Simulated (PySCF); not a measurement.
## Electric field gradients and quadrupole coupling constants

Species: C₇H₁₅OP.
Cartesian coordinates in Å at the GFN2-xTB level; atoms count from 1:
```xyz
24
C7H15OP angstrom
C      2.8990    0.0858    0.0261
C      2.1799   -1.1849    0.4520
C      0.7065   -1.1360    0.0744
P     -0.1091    0.2594    0.9579
O      0.2728    0.3921    2.3676
C     -0.2047    1.7558   -0.1426
C     -1.5777    1.2941   -0.6596
C     -1.9110    0.2967    0.4679
C     -2.6608   -0.9593    0.0727
H      2.8251    0.2339   -1.0502
H      2.4510    0.9408    0.5326
H      3.9513    0.0404    0.2965
H      2.6507   -2.0591   -0.0060
H      2.2534   -1.2854    1.5369
H      0.5700   -1.0250   -1.0013
H      0.1986   -2.0475    0.4021
H      0.5530    1.9200   -0.9042
H     -0.2769    2.6452    0.4843
H     -2.3055    2.0948   -0.7832
H     -1.4779    0.7702   -1.6102
H     -2.4406    0.8075    1.2797
H     -2.7390   -1.6355    0.9220
H     -3.6667   -0.7066   -0.2605
H     -2.1533   -1.4776   -0.7386
```

Field gradients from the PBE0/pcSseg-1 density (PySCF, non-relativistic), principal values in atomic units, ordered |Vxx| ≤ |Vyy| ≤ |Vzz|:

| atom | Vxx | Vyy | Vzz |
| --- | --- | --- | --- |
| O5 | -0.2502 | -0.5090 | 0.7592 |

Problem. Find the asymmetry η = (Vxx − Vyy)/Vzz and the couplings χ = eQV/h (234.96 MHz × Q in barn × V in au), with Q(17O) = −0.0256 b.

Solution. 
```tsv
atom	environment	nucleus	η	χzz (MHz)	χxx (MHz)	χyy (MHz)
O5	phosphoryl oxygen	17O	0.34	-4.567	1.505	3.062
```

Problem. What is Vzz at O5 in SI units (1 au = 9.71736 × 10²¹ V/m²)?

Solution. 0.7592 au = 7.377 × 10²¹ V/m².

Problem. And the gradient at the other heavy atoms, for which no coupling is worked out here?

Solution. 
```csv
atom,environment,Vzz (au),η
C1,methyl carbon,0.047,0.32
C2,chain CH2 carbon,0.101,0.86
C3,sp3 carbon bound to phosphorus,0.052,0.40
P4,phosphoryl phosphorus,-0.386,0.69
C6,sp3 carbon bound to phosphorus,0.075,0.61
C7,four-membered-ring carbon,-0.078,0.25
C8,sp3 carbon bound to phosphorus,0.061,0.78
C9,methyl carbon,0.062,0.15
```

Were the hydrogens deuterons (Q(2H) = 0.00286 b), χzz would run from 199 kHz (H14 and H21) to 215 kHz (H17).

The structure is a single GFN2-xTB conformer in the gas phase; no vibrational or solvent corrections. GFN2-xTB bond lengths can be off by several hundredths of an ångström, more for odd bonds, and the gradients follow them. The small basis limits the accuracy of the gradients.
